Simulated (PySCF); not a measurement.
PySCF 2.14 output of a UHF calculation on a single atom or ion in aug-cc-pV(T+d)Z (6s5p4d2f, 55 functions), with the non-relativistic Hamiltonian (point nucleus):

```
SCF conv_tol = 1e-09
number electrons alpha = 9  beta = 6
cycle= 1 E= -458.223120218871  delta_E= -2.02e-10  |g|= 4.43e-06  |ddm|= 5.64e-05
converged SCF energy = -458.223120218871  <S^2> = 3.7508354  2S+1 = 4.0004177
```

The run itself started from symmetry-adapted Hartree-Fock orbitals and held the occupation by maximum overlap, so the iterations belong to that start.

Which element, charge and spin multiplicity is this?

Cl²⁺ (chlorine, charge +2), multiplicity 4; the state was [Ne] 3s2 3p3, high-spin 4S determinant.
